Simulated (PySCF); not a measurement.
C3H8GeS.
Z-matrix (Å and degrees, PBE0-D3(BJ)/def2-SVP geometry), rows numbered from 1:
```
C 
C   1  1.3382
C   2  1.4872  1  125.39
Ge  3  1.9748  2  110.66  1   -98.69
S   4  2.2243  3  107.83  2    58.29
H   1  1.0928  2  121.35  3   177.91
H   1  1.0950  2  121.41  3    -3.13
H   2  1.0976  1  118.41  3  -176.84
H   3  1.1021  2  111.75  1   142.34
H   3  1.1004  2  111.92  1    20.43
H   4  1.5386  3  111.57  2   174.81
H   4  1.5424  3  109.79  2   -62.88
H   5  1.3549  4   92.27  3   -41.40
```

The calculation used PBE0-D3(BJ)/def2-SVP geometry optimisation, gas phase (PySCF).

Take the most abundant isotopes and a rigid rotor. The values belong to one conformer with, in the numbering `[CH2:1]=[CH:2][CH2:3][GeH2:4][SH:5]`, C1–C2–C3–Ge4 -99°, C2–C3–Ge4–S5 58°, C3–Ge4–S5–H -41°.

(1) Give the principal moments of inertia and the rotational constants in cm⁻¹.

(2) Classify the top.

(3) What does the inertial defect say?

(4) Give the coordinates in the principal-axis frame, origin at the centre of mass.

(5) Predict some low-J microwave lines.

(6) Estimate the classical rotational partition function at 25 K, 100 K and 500 K.

Answers

(1) Ia = 159.78, Ib = 273.01, Ic = 404.60 u·Å²; 505379 MHz·u·Å²/I gives 3163, 1851 and 1249 MHz, that is A = 0.10550, B = 0.06175, C = 0.04166 cm⁻¹.

(2) An asymmetric top. Ray's parameter κ = (2B − A − C)/(A − C) = -0.371; −1 is the prolate and +1 the oblate limit.

(3) Not planar: Δ = Ic − Ia − Ib = -28.19 u·Å². For a rigid frame Δ = −2 Σ m c², so Σ m c² = 14.10 u·Å² lies off the ab plane: 9.13 from hydrogen and 4.96 from heavier atoms. The atom farthest from that plane is 1.58 Å away.

(4) The sense of each axis is arbitrary; atoms in the order of the calculation.
```json
{"atom": "C1", "mass (u)": "12.000", "a (Å)": "-2.710", "b (Å)": "0.997", "c (Å)": "0.009"}
{"atom": "C2", "mass (u)": "12.000", "a (Å)": "-2.162", "b (Å)": "-0.179", "c (Å)": "-0.317"}
{"atom": "C3", "mass (u)": "12.000", "a (Å)": "-1.208", "b (Å)": "-0.948", "c (Å)": "0.526"}
{"atom": "Ge4", "mass (u)": "73.921", "a (Å)": "0.651", "b (Å)": "-0.636", "c (Å)": "-0.063"}
{"atom": "S5", "mass (u)": "31.972", "a (Å)": "1.049", "b (Å)": "1.548", "c (Å)": "0.065"}
{"atom": "H6", "mass (u)": "1.008", "a (Å)": "-3.379", "b (Å)": "1.522", "c (Å)": "-0.677"}
{"atom": "H7", "mass (u)": "1.008", "a (Å)": "-2.521", "b (Å)": "1.466", "c (Å)": "0.980"}
{"atom": "H8", "mass (u)": "1.008", "a (Å)": "-2.385", "b (Å)": "-0.604", "c (Å)": "-1.304"}
{"atom": "H9", "mass (u)": "1.008", "a (Å)": "-1.387", "b (Å)": "-2.033", "c (Å)": "0.460"}
{"atom": "H10", "mass (u)": "1.008", "a (Å)": "-1.262", "b (Å)": "-0.650", "c (Å)": "1.584"}
{"atom": "H11", "mass (u)": "1.008", "a (Å)": "1.663", "b (Å)": "-1.318", "c (Å)": "0.873"}
{"atom": "H12", "mass (u)": "1.008", "a (Å)": "0.834", "b (Å)": "-1.150", "c (Å)": "-1.506"}
{"atom": "H13", "mass (u)": "1.008", "a (Å)": "-0.172", "b (Å)": "1.855", "c (Å)": "-0.437"}
```

(5) The dipole components are |μa| = 1.46 D, |μb| = 1.36 D, |μc| = 0.14 D. The squared components, which scale the intensities, stand as 1.00 : 0.87 : 0.01 (a : b : c). Some lines, for components of 0.1 D or more:

```json
{"type": "a", "branch": "Q", "J(Ka,Kc)": "3(2,1) ← 3(2,2)", "MHz": "755", "lower level (cm⁻¹)": "0.836"}
{"type": "c", "branch": "Q", "J(Ka,Kc)": "2(1,2) ← 2(0,2)", "MHz": "874", "lower level (cm⁻¹)": "0.305"}
{"type": "b", "branch": "Q", "J(Ka,Kc)": "1(1,0) ← 1(0,1)", "MHz": "1914", "lower level (cm⁻¹)": "0.103"}
{"type": "b", "branch": "Q", "J(Ka,Kc)": "2(1,1) ← 2(0,2)", "MHz": "2680", "lower level (cm⁻¹)": "0.305"}
{"type": "c", "branch": "Q", "J(Ka,Kc)": "3(2,2) ← 3(1,2)", "MHz": "3154", "lower level (cm⁻¹)": "0.730"}
{"type": "c", "branch": "R", "J(Ka,Kc)": "1(1,0) ← 0(0,0)", "MHz": "5014", "lower level (cm⁻¹)": "0.000"}
{"type": "b", "branch": "Q", "J(Ka,Kc)": "4(1,3) ← 4(0,4)", "MHz": "6037", "lower level (cm⁻¹)": "0.969"}
{"type": "b", "branch": "R", "J(Ka,Kc)": "3(1,2) ← 2(2,1)", "MHz": "6147", "lower level (cm⁻¹)": "0.525"}
{"type": "b", "branch": "Q", "J(Ka,Kc)": "3(3,0) ← 3(2,1)", "MHz": "7431", "lower level (cm⁻¹)": "0.861"}
{"type": "a", "branch": "R", "J(Ka,Kc)": "3(1,3) ← 2(1,2)", "MHz": "8306", "lower level (cm⁻¹)": "0.334"}
{"type": "b", "branch": "R", "J(Ka,Kc)": "3(1,3) ← 2(0,2)", "MHz": "9180", "lower level (cm⁻¹)": "0.305"}
{"type": "b", "branch": "R", "J(Ka,Kc)": "4(0,4) ← 3(1,3)", "MHz": "10726", "lower level (cm⁻¹)": "0.611"}
{"type": "a", "branch": "R", "J(Ka,Kc)": "4(1,4) ← 3(1,3)", "MHz": "10937", "lower level (cm⁻¹)": "0.611"}
{"type": "b", "branch": "R", "J(Ka,Kc)": "2(2,0) ← 1(1,1)", "MHz": "11504", "lower level (cm⁻¹)": "0.147"}
{"type": "a", "branch": "R", "J(Ka,Kc)": "4(3,1) ← 3(3,0)", "MHz": "12826", "lower level (cm⁻¹)": "1.109"}
{"type": "a", "branch": "R", "J(Ka,Kc)": "4(1,3) ← 3(1,2)", "MHz": "13179", "lower level (cm⁻¹)": "0.730"}
{"type": "c", "branch": "R", "J(Ka,Kc)": "3(2,2) ← 2(1,2)", "MHz": "15042", "lower level (cm⁻¹)": "0.334"}
{"type": "b", "branch": "R", "J(Ka,Kc)": "3(3,1) ← 2(2,0)", "MHz": "17292", "lower level (cm⁻¹)": "0.531"}
{"type": "c", "branch": "R", "J(Ka,Kc)": "4(2,2) ← 3(1,2)", "MHz": "17380", "lower level (cm⁻¹)": "0.730"}
{"type": "c", "branch": "R", "J(Ka,Kc)": "3(3,1) ← 2(2,1)", "MHz": "17457", "lower level (cm⁻¹)": "0.525"}
{"type": "b", "branch": "R", "J(Ka,Kc)": "4(3,2) ← 3(2,1)", "MHz": "20061", "lower level (cm⁻¹)": "0.861"}
```

(6) Point group C1, symmetry number σ = 1; q = (√π/σ)·√((kT/h)³/(ABC)), k/h = 20836.6 MHz/K: 7790 at 25 K, 62300 at 100 K, 697000 at 500 K.

Not checked by PBE0-D3(BJ)/def2-SVP frequencies. Constants of a rigid frame at the computed geometry: no zero-point averaging, no centrifugal distortion.

The run took 80 s wall on Arm Neoverse V2, one thread, on a shared host, and the process peaked at 0.52 GiB of memory. These figures are those of the optimisation.
